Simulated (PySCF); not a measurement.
# H₂CuO, doublet: computed properties

Level of theory: UPBE0 in PySCF with Cu def2-TZVP, O def2-TZVP, H def2-TZVP; no relativity; density-fitted integrals.

The structure is a minimum.

```xyz
4
charge 0 multiplicity 2, angstrom
Cu   -0.1653   -0.2604    0.0000
O     0.7788    1.2269    0.0000
H    -1.0109   -1.5925   -0.4038
H    -1.0109   -1.5925    0.4038
```

* Point group: C2v
* Bond lengths: Cu–H 1.629 Å (×2), Cu–O 1.762 Å, H–H 0.808 Å
* Bond angles: Cu–H–H 75.6° (×2), H–Cu–H 28.7°, H–Cu–O 165.6° (×2)
* Heat capacity Cp at 298.15 K: 53.2 J/(mol K)
* Atomisation energy without zero-point energy: 760 kJ/mol
* Principal polarisabilities: 19.3, 24.0, 37.6 bohr³
* Entropy at 298.15 K and 1 bar (electronic part: spin only): 253.5 J/(mol K)
* Dipole moment: 5.24 D
* Rotational constants: 51.29, 0.3591, 0.3566 cm⁻¹
* Rotational symmetry number: 2
* Principal quadrupole moments (Buckingham, traceless) about the centre of mass: -1.68, 0.01, 1.67 D Å
* Lowest empty level (β): -2.41 eV
* Enthalpy at 298.15 K above 0 K: 12.61 kJ/mol
* Spin squared ⟨S²⟩: 0.756
* Highest occupied level (β): -6.69 eV
* Zero-point energy: 43.2 kJ/mol

Harmonic modes (masses in u: Cu 62.930, O 15.995, H 1.008):
```csv
symmetry,ω (cm⁻¹),IR (km/mol)
b2,299,1.8
b1,304,0.3
a1,625,19.4
a1,1005,70.1
b2,1492,18.3
a1,3504,66.5
```

In C2v the vibrations span 2b2 + b1 + 3a1. Here b1 is antisymmetric to the molecular plane and b2 lies in it.

Charges (e):
| atom | Mulliken | Löwdin | polar tensor | spin (Mulliken) | Mayer order to Cu1 |
| --- | --- | --- | --- | --- | --- |
| Cu1 | 0.22 | 0.11 | 0.27 | 0.01 | – |
| O2 | -0.44 | -0.33 | -0.49 | 1.00 | 1.04 |
| H3,4 | 0.11 | 0.11 | 0.11 | -0.01 | 0.38 |
Other Mayer orders above 0.3: H–H 0.58.

Mulliken populations on Cu1: s 6.68, p 12.29, d 9.81, f 0.00.

Other isomers or separated fragments may lie lower. With open d or f shells other occupations or spin states may lie lower.

The final relaxation and frequency run took 36 s on 4 threads of a shared Arm Neoverse V1 host, with 88 basis functions and 15 gradients; the process peaked at 1.1 GiB. Launch command: `OMP_NUM_THREADS=4 python axn.py task.json out`.
